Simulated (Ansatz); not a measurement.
# Ligand exchange: SiH(CH3)2Br + Cd(CH3)Br → SiH(CH3)3 + CdBr2

Species: SiH(CH3)2Br, singlet; Cd(CH3)Br, singlet; SiH(CH3)3 (trimethylsilane), singlet; CdBr2 `[Br][Cd][Br]`, singlet. The partners trade Br for CH3: Si–Br and Cd–CH3 bonds give way to Si–CH3 and Cd–Br.

Shapes, held fixed at every level: PBE0-D4/def2-TZVP. Programs: Ansatz 0.2.0. The zero-point and thermal change to 298 K, harmonic and unscaled (PBE0-D4/def2-TZVP), is +1.8 kJ/mol.

Estimate ΔH(298 K) of this reaction.

The highest level, CCSD(T)/def2-TZVPP, gives ΔH(298 K) = -34.3 kJ/mol; the levels span -77.7 to -25.3. The column of differences is taken from that level and isn't an error. No measured value is set beside it here. For atoms past krypton def2 sets carry core potentials with scalar relativity. Relativity is left out for Br. Outer-core shells of Br, Cd are correlated, in sets that cover them unevenly. Times are processor times on shared x86 and Arm servers, and rough.

| level | kind | ΔH(298 K) (kJ/mol) | less CCSD(T)/def2-TZVPP | CPU time (sum over the molecules) |
| --- | --- | --- | --- | --- |
| HF/def2-SVP | Hartree–Fock | -77.7 | -43.4 | – |
| SPW92/def2-TZVPP | LDA | -25.3 | +9.0 | 16 s |
| r2SCAN-D4/def2-TZVPP | meta-GGA | -37.4 | -3.1 | 60 s |
| PBE0-D4/def2-TZVPP | global hybrid | -40.3 | -6.0 | 37 s |
| r2SCAN0-D4/def2-TZVPP | global hybrid | -43.5 | -9.2 | 62 s |
| wB97X-V/def2-TZVPP | range-separated hybrid | -44.1 | -9.8 | 96 s |
| MP2/def2-SVP | perturbation theory | -45.5 | -11.2 | – |
| CCSD(T)/def2-TZVPP | coupled cluster or CI | -34.3 | 0.0 | 24 min |
